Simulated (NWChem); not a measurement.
# SiNH4OF; SMILES O[SiH](F)N

```xyz
8

Si    -0.0321    -0.0035    -0.3396
N     -0.3947    -1.5560     0.2345
O      1.4887     0.3708     0.1852
F     -0.9897     1.1845     0.2378
H     -0.2242     0.0280    -1.8082
H     -1.0813    -2.1522    -0.2083
H     -0.1412    -1.8656     1.1645
H      1.6564     1.3044     0.3430
```
Atoms are numbered in this order, from 1.

Results from NWChem. Pople sets run with spherical d functions. Structure relaxed at the PBE0/def2-SVP level.

Taking PBE0/6-311++G** as the yardstick, which of these has the fewest basis functions while keeping “highest occupied level (eV)” within 0.05 eV of it: PBE0/6-311G**; PBE0/3-21G; PBE0/STO-3G; PBE0/6-31+G*; PBE0/6-31G*?

none of them.
```
level            basis functions  highest occupied level (eV)  relative time (rough)
---------------  ---------------  ---------------------------  ---------------------
PBE0/STO-3G                   28                        -3.93                      1
PBE0/3-21G                    48                        -7.36                      1
PBE0/6-31G*                   68                        -7.69                      3
PBE0/6-31+G*                  84                        -8.06                      4
PBE0/6-311G**                104                        -7.93                      5
PBE0/6-311++G**              124                        -8.15                      8
```

The yardstick is one finite set, not the basis-set limit.
